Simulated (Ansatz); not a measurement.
```yaml
crystal:
  periodic: [false, false, false]
  atoms:
    - {symbol: Pt, position_ang: [-1.338772, 0.203907, -0.334983]}
    - {symbol: Pt, position_ang: [1.044337, 0.846631, -0.372456]}
    - {symbol: Ni, position_ang: [0.294434, -1.050538, 0.707439]}
basis:
  gaussian: {orbitals: def2-TZVP, initial_orbitals: start.molden}
hamiltonian: {xc: pbe}
correlation: {method: rpa}
scf: {omitted_lower_state_checks: [starts]}
```

The file start.molden holds the orbitals of an earlier run on this structure, at another level or in another basis.

```sh
$ ansatz run in.yaml --threads 2 --pin off --events-out ev --progress --plain --max-ram 4352MiB
```

It prints (some lines left out):

```
Functional definition: PBE
1192 factors; integrals over basis functions are off by at most 2.5e-4 eV
mean field evaluation 1: about -47534.8306 eV, gradient 1.0e1 eV
mean field evaluation 2: about -47535.0723 eV, gradient 5.0e-1 eV
mean field evaluation 4: about -47535.0621 eV, gradient 3.0e-2 eV
mean field evaluation 8: about -47535.0621 eV, gradient 3.0e-6 eV
mean field -47535.06210130 eV, -1746.8813118006 hartree, gradient 3.4e-6 eV, S^2 0.000000; 0 other end points of the search recorded, 0 dependent functions left out; unrestricted orbitals would lower it
mean field evaluation 16: about -47443.4613 eV, gradient 4.7e0 eV
mean field evaluation 32: about -47445.7795 eV, gradient 9.3e-2 eV
5 core orbitals not correlated: weight in the atoms' cores, before any rotation towards them, 1.000 or more for the frozen orbitals, at most 0.000 for the correlated occupied ones
reference -47440.02093580 eV, -1743.3886133895 hartree; 27, 27 occupied and 93, 93 virtual orbitals, 1192 factors
Error: the energy between an occupied orbital and the lowest state that it is excited into in its spin channel is -0.2313 eV and must be positive: a state without a gap has no random-phase energy
```

Q: Can the result of this run be used?

A: No. The run stopped with an error. The reference has no gap: an occupied orbital lies above an empty one, and the correlation energy can't be formed.
